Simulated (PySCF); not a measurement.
# TlS⁻: one state, many levels of theory

State: ¹Σ⁺ (singlet), closed shell. Set-up: Tl def2-SVPD with ECP60, S def2-SVPD; scalar-relativistic core potentials (PySCF 2.14). De refers to Tl + S⁻ in their high-spin ground configurations, without counterpoise correction. A positive dipole points towards S; it is taken about the centre of mass and depends on that origin.

| Level | Re (Å) | ωe (cm⁻¹) | De (eV) | μ (D) | CPU s a point (SCF and correlation, without the integrals) |
| --- | --- | --- | --- | --- | --- |
| RHF | 2.423 | 356 | n/a | -7.84 | 0.12 |
| RHF-MP2 | 2.445 | 338 | n/a | n/a | 0.19 |
| RHF-SCS-MP2 | 2.452 | 335 | n/a | n/a | n/a |
| RHF-CCSD | 2.446 | 339 | n/a | n/a | n/a |
| RHF-CCSD(T) | 2.463 | 327 | n/a | n/a | 3 |
| PBE | 2.460 | 324 | 3.49 | -7.06 | 0.98 |
| r²SCAN | 2.437 | 340 | 3.39 | -7.08 | 2 |
| TPSSh | 2.443 | 335 | 3.34 | -7.27 | 1.4 |
| PBE0 | 2.427 | 344 | 3.29 | -7.23 | 1.5 |
| MN15 | 2.410 | 349 | 3.37 | -7.02 | 1.4 |
| BHandHLYP | 2.425 | 350 | 2.92 | -7.53 | 0.71 |
| CAM-B3LYP | 2.419 | 351 | 3.07 | -7.40 | 1.4 |

(1) What does the step from GGA to meta-GGA do here, going from PBE to r²SCAN?

(2) What does second-order correlation do here, going from RHF to RHF-MP2?

(3) What does the triples do here, going from RHF-CCSD to RHF-CCSD(T)?

Correlated steps freeze 9 core orbitals. These are scalar-relativistic numbers at best; spin–orbit coupling would shift them, the dissociation energy most. For an ion De counts to the pair picked by the measured ionisation energies or electron affinities, which need not be the lowest pair at this level. The CCSD T1 diagnostic is raised, a sign that a single reference may not be enough here.

The whole job (state search and all levels along the bond) took about 2.7 min on 1 thread of Arm Neoverse V1 (shared host), peak memory 0.75 GiB.

## Answers

(1) r²SCAN less PBE: -2.3 pm in Re, +4.9 % in ωe, -0.10 eV in De. 

(2) RHF-MP2 less RHF: +2.2 pm in Re, -5.1 % in ωe. Correlation nearly always deepens the well. The bond lengthens, as in strong covalent bonds, where excitations into antibonding orbitals dominate.

(3) RHF-CCSD(T) less RHF-CCSD: +1.7 pm in Re, -3.5 % in ωe. Correlation nearly always deepens the well. The bond lengthens, as in strong covalent bonds, where excitations into antibonding orbitals dominate.
